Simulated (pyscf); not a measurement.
This saddle point was located with ωB97X-D3(BJ)/def2-SVP in PySCF.

```
O
Si 1 1.6872
Si 1 1.6873 2 101.96
H 2 1.4919 1 111.49 3 117.77
H 3 1.4919 1 111.49 2 -117.88
H 2 1.4919 4 110.97 1 -124.94
H 3 1.4919 5 110.96 1 124.93
H 3 1.7731 5 118.95 7 143.17
```
Charge 0, spin multiplicity 2.

Surface: doublet, charge 0. Lowest wavenumbers (cm⁻¹): 1430i, 134, 211, 418, 619.

**Question.** What reaction is this the transition state of?

**Answer.** •H₂Si–O–SiH₃ ⇌ •H₂Si–O–SiH₃, a hydrogen shift read from left to right: H–Si broken and H–Si formed. At CCSD(T)/def2-TZVPP + ΔMP2(QZVPP) it lies +1.20 eV from the left side and +1.20 eV from the right (each side as separated species at their lowest minima found). At the saddle there is also a short Si–Si contact that neither side keeps. One saddle was located; it need not be the lowest between these sides. The CCSD(T) − MP2 part came from Ansatz, without density fitting, on the same reference.
